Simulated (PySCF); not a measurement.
Pyrocatechol, C6H6O2.
SMILES with atom numbers: `[OH:1][c:2]1[cH:3][cH:4][cH:5][cH:6][c:7]1[OH:8]` (hydrogens: H9 on O1; H10 on C3; H11 on C4; H12 on C5; H13 on C6; H14 on O8)

Cartesian coordinates in Å at the PBE0-D3(BJ)/def2-TZVP level; atoms count from 1:
```
atom  x, y, z in Å
O1     1.356   -1.980   -0.471
C2     0.504   -0.989   -0.124
C3    -0.603   -1.264    0.660
C4    -1.476   -0.245    1.017
C5    -1.247    1.053    0.591
C6    -0.137    1.335   -0.197
C7     0.732    0.321   -0.552
O8     1.847    0.496   -1.322
H9     2.051   -1.595   -1.016
H10   -0.766   -2.285    0.983
H11   -2.338   -0.472    1.632
H12   -1.925    1.850    0.868
H13    0.053    2.348   -0.538
H14    1.931    1.421   -1.567
```

The calculation used PBE0-D3(BJ)/def2-TZVP geometry optimisation, gas phase (PySCF).

Masses are those of the commonest isotopes; rigid-rotor values at the optimised geometry. The values belong to one conformer with, in the numbering `[OH:1][c:2]1[cH:3][cH:4][cH:5][cH:6][c:7]1[OH:8]`, H–O1–C2–C3 180°, C6–C7–O8–H 0°.

Q: What are A, B and C (GHz)?

A: Ia = 147.26, Ib = 222.64, Ic = 369.90 u·Å²; 505379 MHz·u·Å²/I gives 3432, 2270 and 1366 MHz, that is A = 3.4319, B = 2.2699, C = 1.3663 GHz.

Q: What kind of rotor is it?

A: An asymmetric top: κ = (2 × 2270 − 3432 − 1366)/(3432 − 1366) ≈ -0.13.

Q: Is it planar, by Δ = Ic − Ia − Ib?

A: Planar: Δ = Ic − Ia − Ib = 0.00 u·Å². For a rigid frame Δ = −2 Σ m c², so it vanishes when all atoms lie in the ab plane; here none is more than 0.01 Å from it.

Q: Which lines would a microwave search look for?

A: The dipole components are |μa| = 0.16 D, |μb| = 2.44 D, |μc| = 0.00 D; the mirror of this Cs structure is the ab plane, so μc vanishes by symmetry and there are no c-type lines. The squared components, which scale the intensities, stand as 0.00 : 1.00 (a : b). Some lines, for components of 0.1 D or more:

| type | branch | J(Ka,Kc) | MHz | lower level (cm⁻¹) |
| --- | --- | --- | --- | --- |
| b | Q | 2(1,1) ← 2(0,2) | 3329 | 0.352 |
| a | Q | 3(1,2) ← 3(1,3) | 5324 | 0.685 |
| b | Q | 3(1,2) ← 3(0,3) | 5566 | 0.677 |
| b | Q | 5(3,2) ← 5(2,3) | 5770 | 2.220 |
| b | Q | 4(3,1) ← 4(2,2) | 6014 | 1.541 |
| a | Q | 5(2,3) ← 5(2,4) | 6626 | 1.999 |
| b | Q | 3(3,0) ← 3(2,1) | 6827 | 0.994 |
| b | Q | 5(2,3) ← 5(1,4) | 7226 | 1.979 |
| b | Q | 3(3,1) ← 3(2,2) | 8263 | 0.943 |
| b | Q | 5(4,1) ← 5(3,2) | 9310 | 2.412 |
| a | R | 3(1,3) ← 2(1,2) | 9359 | 0.372 |
| b | Q | 4(4,0) ← 4(3,1) | 10285 | 1.742 |
| b | Q | 5(3,3) ← 5(2,4) | 10410 | 1.999 |
| b | Q | 4(4,1) ← 4(3,2) | 10878 | 1.721 |
| b | Q | 5(4,2) ← 5(3,3) | 11112 | 2.346 |
| a | R | 4(1,4) ← 3(1,3) | 12222 | 0.685 |
| a | R | 4(1,3) ← 3(1,2) | 15320 | 0.862 |
| a | R | 4(2,2) ← 3(2,1) | 16390 | 0.994 |
| b | R | 5(2,4) ← 4(1,3) | 18749 | 1.373 |
| a | R | 5(4,2) ← 4(4,1) | 18969 | 2.084 |
| a | R | 5(2,3) ← 4(2,2) | 20350 | 1.541 |
| b | R | 4(3,2) ← 3(2,1) | 21789 | 0.994 |
| b | R | 4(2,2) ← 3(1,3) | 25670 | 0.685 |
| b | R | 5(4,1) ← 4(3,2) | 30031 | 1.721 |
| b | R | 5(5,0) ← 4(4,1) | 32780 | 2.084 |

Q: Estimate the classical rotational partition function at 10 K, 50 K and 298.15 K.

A: Point group Cs, symmetry number σ = 1; q = (√π/σ)·√((kT/h)³/(ABC)), k/h = 20836.6 MHz/K: 1630 at 10 K, 18300 at 50 K, 266000 at 298.15 K.

Not checked by PBE0-D3(BJ)/def2-TZVP frequencies. Zero-point vibration and centrifugal distortion are left out.

Time: 6.3 min wall; peak memory 1.6 GiB. Hardware: Arm Neoverse V2, one thread, shared host with 96 logical CPUs at a one-minute load of 37. That covers the optimisation of the geometry.
